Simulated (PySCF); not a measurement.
C4H9FSi, SMILES C(/[SiH2]CC)=C/F. Atoms are numbered in the order given.

```xyz
15

C     -3.1945     0.0786    -0.1287
C     -1.8716    -0.5024    -0.6190
Si    -0.3482     0.2324     0.2128
C      1.1914    -0.5760    -0.4896
C      2.4280    -0.2670    -0.1107
F      2.6726     0.6591     0.8157
H     -3.2487     1.1650    -0.3031
H     -4.0565    -0.3781    -0.6399
H     -3.3318    -0.0836     0.9523
H     -1.7629    -0.3543    -1.7079
H     -1.8455    -1.5950    -0.4604
H     -0.4177     0.0118     1.6923
H     -0.3043     1.7116    -0.0165
H      1.1127    -1.3520    -1.2580
H      3.3551    -0.7102    -0.4912
```
Charge 0, spin multiplicity 1.

Coordinates come from a PBE0-D3(BJ)/def2-SVP optimisation. The structure was generated by enumeration; whether it is a known compound was not checked. One conformer was computed; it need not be the lowest.

Two levels are set side by side: PBE/pcSseg-1 (PySCF) and B3LYP/pcSseg-1 (PySCF). GIAO shifts against CFCl3 (¹⁹F), TMS (²⁹Si), TMS (¹H), TMS (¹³C) at the same level; non-relativistic, no solvent, atoms listed together averaged. Differences are taken from unrounded values.

```csv
quantity,B3LYP,PBE,PBE minus B3LYP
δ(¹³C) of C1 (ppm),13.2,13.2,0.0
δ(¹³C) of C2 (ppm),8.0,8.1,0.1
δ(²⁹Si) of Si3 (ppm),-48.2,-50.1,-1.9
δ(¹³C) of C4 (ppm),106.4,102.9,-3.5
δ(¹³C) of C5 (ppm),172.1,169.6,-2.5
δ(¹⁹F) of F6 (ppm),-91.3,-92.7,-1.4
"δ(¹H) of H10, H11 (ppm)",0.96,1.06,0.09
"δ(¹H) of H12, H13 (ppm)",4.66,4.84,0.18
δ(¹H) of H14 (ppm),4.76,4.77,0.01
δ(¹H) of H15 (ppm),7.27,7.35,0.08
```

Rough cost on one machine, each run with all the roots and properties that it gave: B3LYP against PBE within a factor of 2.
